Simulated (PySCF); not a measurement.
Can point charges reproduce the dipole moment of `F/C=C(/F)[C@@H]([SiH3])C1CC1`?

Coordinates (GFN2-xTB, Å) and charges (e) from the PBE0/pcSseg-1 density (PySCF):

```
atom       x       y       z  Mulliken      IAO  Hirshfeld  ESP-fitted
  F1  -1.690  -1.883  -1.898   -0.2818  -0.2738    -0.0860     -0.1577
  C2  -1.947  -1.809  -0.579   +0.2199  +0.0667    +0.0021     -0.0365
  C3  -1.346  -0.905   0.181   +0.2115  +0.2476    +0.0652     +0.0474
  F4  -1.670  -0.906   1.497   -0.2862  -0.2767    -0.0748     -0.1462
  C5  -0.377   0.141  -0.226   -0.5073  -0.3853    -0.1129     -0.3045
 Si6  -1.187   1.881  -0.065   +0.5502  +0.6025    +0.3104     +0.3110
  C7   0.882   0.060   0.613   -0.2603  -0.1316    -0.0437     -0.0095
  C8   2.166   0.600   0.067   -0.1840  -0.2959    -0.0885     -0.3398
  C9   1.980  -0.880   0.214   -0.1663  -0.2940    -0.0904     -0.3207
 H10  -2.663  -2.541  -0.241   +0.1192  +0.1675    +0.0605     +0.1718
 H11  -0.123  -0.043  -1.273   +0.1486  +0.1623    +0.0469     +0.2338
 H12  -0.184   2.858  -0.486   -0.0802  -0.1145    -0.0738     -0.0857
 H13  -2.363   1.908  -0.934   -0.0758  -0.1124    -0.0751     -0.0612
 H14  -1.563   2.088   1.331   -0.0646  -0.1089    -0.0727     -0.0513
 H15   0.704   0.184   1.674   +0.1370  +0.1490    +0.0417     +0.1471
 H16   2.157   1.015  -0.930   +0.1260  +0.1457    +0.0468     +0.1520
 H17   2.844   1.104   0.739   +0.1315  +0.1518    +0.0489     +0.1508
 H18   2.527  -1.395   0.990   +0.1310  +0.1519    +0.0490     +0.1492
 H19   1.844  -1.467  -0.683   +0.1314  +0.1481    +0.0463     +0.1500
```

**Question.** What dipole does each set of charges give (1 e·Å = 4.803 D), and what does the density give?

**Answer.** The full density gives (0.72, 0.37, 0.09) D, 0.82 D in size; dipole vectors point from the negative to the positive end.

| scheme | μx | μy | μz | size (D) | share of the full size (%) | angle to the full dipole (°) |
| --- | --- | --- | --- | --- | --- | --- |
| Mulliken | 0.47 | 1.39 | -0.27 | 1.49 | 183 | 47 |
| IAO | 0.25 | 1.37 | 0.20 | 1.41 | 173 | 52 |
| Hirshfeld | 0.29 | 0.34 | 0.14 | 0.46 | 57 | 25 |
| ESP-fitted | 0.73 | 0.37 | 0.07 | 0.82 | 101 | 2 |

**Question.** Which set comes closest?

**Answer.** Length of the difference vector: ESP-fitted 0.02 D, Hirshfeld 0.44 D, Mulliken 1.11 D, IAO 1.11 D. Closest: ESP-fitted. ESP charges are fitted to the potential around the molecule, whose slowest-falling term is the dipole's. The schemes that divide the density aren't constrained to reproduce the dipole.

**Question.** What is left for the Hirshfeld atoms' own dipoles?

**Answer.** The Hirshfeld atoms' densities add up to the full density, so μ = Σ q r + Σ (atomic dipoles). The atomic dipoles sum to (0.72, 0.37, 0.09) − (0.29, 0.34, 0.14) = (0.43, 0.03, -0.05) D, 0.44 D in size.

**Question.** With the origin at the mean of the coordinates, (-0.001, 0.000, 0.000) Å, which are the largest single terms, by size, of the Hirshfeld dipole along the direction of the full one?

**Answer.** F1 +1.06, H10 -1.03, C8 -0.93, H17 +0.73, F4 +0.62 D; all 19 atoms together +0.42 D. The single terms depend on the origin, their sum doesn't.

**Question.** Give the size of the full dipole in other units.

**Answer.** 0.82 D = 0.321 au = 0.170 e·Å = 2.72 × 10⁻³⁰ C·m.

The structure is a single GFN2-xTB conformer in the gas phase; no vibrational or solvent corrections.

The run behind these numbers computed NMR shieldings as well. On one thread, Arm Neoverse V2 (aarch64), shared host, this took 49 s of wall time (grids of density and orbitals included) and 0.93 GiB of memory at its peak.

The values belong to the conformer `[F:1]/[CH:2]=[C:3](/[F:4])[C@@H:5]([SiH3:6])[CH:7]1[CH2:8][CH2:9]1`: C2–C3–C5–Si6 111°, C3–C5–C7–C8 156°.
